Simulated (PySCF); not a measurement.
Screening by computed properties: pick the candidate that meets the target.

Species are written as SMILES; each is one conformer at its optimised geometry, gas phase (atoms past krypton carry core potentials, spin–orbit coupling is left out); the electronic structure was computed with PySCF and density fitting.

Dipoles, sizes and rotational constants follow the conformer. The torsions of the flexible species, by atom-mapped SMILES:
- `[CH2:1]=[CH:2][C@@H:3]1[CH2:4][Si@H:5]1[N:6]([SiH3:7])[SiH3:8]`: C1–C2–C3–C4 -146°, C4–Si5–N6–Si7 -38°
- `[CH3:1][Si:2]([CH3:3])([CH3:4])[C:5]([F:6])([F:7])[Cl:8]`: C1–Si2–C5–F6 179°
- `[CH2:1]=[CH:2][NH:3][CH:4]=[O:5]`: C1–C2–N3–C4 -179°, C2–N3–C4–O5 0°

(1) Wanted: vertical ionisation energy between 8.6 eV and 9.3 eV (ΔSCF CAM-B3LYP/def2-SVPD) and lowest singlet excitation below 5.7 eV (TDDFT CAM-B3LYP/def2-SVPD), at PBE0-D3(BJ)/def2-SVP geometries. Which candidate meets both?
A. `Cc1ncc[n+](c1)C`
B. `C1=CC1(F)Br`
C. `FC(Cl)([Si](C)(C)C)F`
D. `C=[CH][GeH3]`
E. `C=CNC=O`
F. `[CH3][Al]([CH3])[I]`
G. `C=C[C@@H]1C[Si@H]1N([SiH3])[SiH3]`

(2) Wanted: dipole moment between 0.8 D and 1.5 D (CAM-B3LYP/def2-SVPD) and lowest triplet excitation (Tamm–Dancoff) below 4.8 eV (TDA CAM-B3LYP/def2-SVPD), at PBE0-D3(BJ)/def2-SVP geometries. Which candidate meets both?
A. `[Al]([CH3])([CH3])[I]`
B. `C[Si](C)(C)C(F)(F)Cl`
C. `C([C@H]1[Si@@H](C1)N([SiH3])[SiH3])=C`
D. `F[C@@H]1C=C1Br`
E. `C=[CH][GeH3]`
F. `C=CNC=O`

(3) Wanted: static isotropic polarisability between 56 au and 89 au (CAM-B3LYP/def2-SVPD) and HOMO–LUMO gap below 8 eV (CAM-B3LYP/def2-SVPD), at PBE0-D3(BJ)/def2-SVP geometries. Which candidate meets both?
A. `C=[CH][GeH3]`
B. `FC(Cl)([Si](C)(C)C)F`
C. `C=C[C@@H]1C[Si@H]1N([SiH3])[SiH3]`
D. `Cc1ncc[n+](c1)C`
E. `C=CNC=O`
F. `[CH3][Al]([CH3])[I]`
G. `C1=CC1(F)Br`

(4) Wanted: HOMO energy between -9.6 eV and -8 eV (CAM-B3LYP/def2-SVPD) and smallest rotational constant below 1.2 GHz (PBE0-D3(BJ)/def2-SVP), at PBE0-D3(BJ)/def2-SVP geometries. Which candidate meets both?
A. `C=C[C@@H]1C[Si@H]1N([SiH3])[SiH3]`
B. `FC1(Br)C=C1`
C. `[CH3][Al]([CH3])[I]`
D. `C[Si](C)(C)C(F)(F)Cl`
E. `C=CNC=O`
F. `Cc1c[n+](C)ccn1`

Answers

(1) E. Computed values:
```
                          species  vertical ionisation energy  lowest singlet excitation
C=C[C@@H]1C[Si@H]1N([SiH3])[SiH3]                     8.09 eV                    5.54 eV
                          C=CNC=O                     9.13 eV                    5.43 eV
              [CH3][Al]([CH3])[I]                     9.47 eV                    5.19 eV
                     C=[CH][GeH3]                    10.16 eV                    6.80 eV
                      C1=CC1(F)Br                    10.37 eV                    5.89 eV
             FC(Cl)([Si](C)(C)C)F                    10.71 eV                    7.37 eV
                  Cc1ncc[n+](c1)C                    14.87 eV                    3.88 eV
```

(2) C. Computed values:
```
                              species  dipole moment  lowest triplet excitation (Tamm–Dancoff)
                         C=[CH][GeH3]         0.57 D                                   4.27 eV
C([C@H]1[Si@@H](C1)N([SiH3])[SiH3])=C         0.94 D                                   3.96 eV
                       F[C@@H]1C=C1Br         2.05 D                                   4.52 eV
                [Al]([CH3])([CH3])[I]         2.23 D                                   5.05 eV
                 C[Si](C)(C)C(F)(F)Cl         2.99 D                                   6.47 eV
                              C=CNC=O         3.56 D                                   3.82 eV
```

(3) D. Computed values:
```
                          species  static isotropic polarisability  HOMO–LUMO gap
                          C=CNC=O                          53.0 au        8.70 eV
                      C1=CC1(F)Br                          54.9 au        9.43 eV
                     C=[CH][GeH3]                          57.8 au       10.03 eV
                  Cc1ncc[n+](c1)C                          79.0 au        7.91 eV
              [CH3][Al]([CH3])[I]                          87.3 au        8.50 eV
             FC(Cl)([Si](C)(C)C)F                          89.8 au       10.88 eV
C=C[C@@H]1C[Si@H]1N([SiH3])[SiH3]                         136.6 au        8.16 eV
```

(4) C. Computed values:
```
                          species  HOMO energy  smallest rotational constant
                  Cc1c[n+](C)ccn1    -14.10 eV                     1.259 GHz
             C[Si](C)(C)C(F)(F)Cl     -9.94 eV                     1.008 GHz
                      FC1(Br)C=C1     -9.26 eV                     1.909 GHz
              [CH3][Al]([CH3])[I]     -8.55 eV                     1.085 GHz
                          C=CNC=O     -8.24 eV                     2.588 GHz
C=C[C@@H]1C[Si@H]1N([SiH3])[SiH3]     -7.53 eV                     0.540 GHz
```
